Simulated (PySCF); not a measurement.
Compound: C7H4OS.
Atom-mapped SMILES: `[CH:1]#[C:2][c:3]1[cH:4][c:5](=[S:6])[cH:7][cH:8][o:9]1` (hydrogens: H10 on C1; H11 on C4; H12 on C7; H13 on C8)

Computed with PBE0-D3(BJ)/def2-SVP geometry optimisation, gas phase (PySCF).

(1) Give the optimised bond lengths and angles.

## Answers

(1) 
| bond | length (Å) |
| --- | --- |
| C1≡C2 | 1.212 |
| C2–C3 | 1.422 |
| C3–C4 | 1.361 |
| C4–C5 | 1.444 |
| C5=S6 | 1.652 |
| C5–C7 | 1.447 |
| C7–C8 | 1.349 |
| C8–O9 | 1.342 |
| C3–O9 | 1.355 |
| C1–H10 | 1.075 |
| C4–H11 | 1.090 |
| C7–H12 | 1.091 |
| C8–H13 | 1.091 |

A selection of angles:
| angle | degrees |
| --- | --- |
| C1–C2–C3 | 179.0 |
| C2–C3–C4 | 124.4 |
| C2–C3–O9 | 113.6 |
| C4–C3–O9 | 122.1 |
| C3–C4–C5 | 121.6 |
| C4–C5–S6 | 123.0 |
| C4–C5–C7 | 113.3 |
| S6–C5–C7 | 123.7 |
| C5–C7–C8 | 120.9 |
| C7–C8–O9 | 123.6 |
| C3–O9–C8 | 118.5 |

The 9 heavy atoms lie in one plane (0.002 Å rms). The 6 C–C bonds span 1.212 Å (C1≡C2, drawn triple) to 1.447 Å (C5–C7, drawn aromatic), a spread of 0.235 Å. The 6-membered ring C3–C4–C5–C7–C8–O9 has internal angles of 113.3° to 123.6° (sum 720°, against 720° for a flat polygon); it is planar, 0.00 Å rms from its mean plane, widest ring torsion 0°.

Point group: Cs (every atom within 0.08 Å of its image). No PBE0-D3(BJ)/def2-SVP frequencies stand behind this structure, so it isn't proved a minimum.
